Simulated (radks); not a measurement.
Effect of the nuclear size on the tungsten ion W47+, [Ar] 3d9. Method: Dirac Kohn-Sham, BLYP, spin-unpolarised, spherical densities, finite nucleus; open shells fill j = l - 1/2 first; Fermi nuclear charge, rms radius 5.3658 fm; computed with a radial shooting solver on a logarithmic mesh with Libxc functionals. The rms radius is varied about that value; shifts are against it.

rms radius (fm)  total energy shift (eV)  density at nucleus (e/bohr^3)  1s1/2 shift (meV)  2s1/2 shift (meV)  3s1/2 shift (meV)  3p1/2 shift (meV)  3d5/2 shift (meV)  4s1/2 (empty) shift (meV)  4p1/2 (empty) shift (meV)
4.5502                             -16.6                        1.5e+06              -6790               -964               -227              -4.89               7.76                      -77.9                      -2.24
4.9848                             -8.00                      1.453e+06              -3260               -463               -109              -2.36               3.73                      -37.4                      -1.08
5.3658                                 0                      1.417e+06              0.000              0.000              0.000              0.000              0.000                      0.000                      0.000
5.8487                              10.7                      1.375e+06               4360                619                146               3.16              -4.98                       50.0                       1.45
6.6482                              29.7                      1.315e+06              12100               1720                405               8.82              -13.8                        139                       4.03

Slopes of the eigenvalues against <r^2> in GHz/fm^2, as finite differences over the two radii next to the reference (eigenvalue slopes, not the field-shift constants of lines): 1s1/2 197000, 2s1/2 27900, 3s1/2 6590, 3p1/2 143, 3d5/2 -225, 4s1/2 (empty) 2260, 4p1/2 (empty) 65.2.
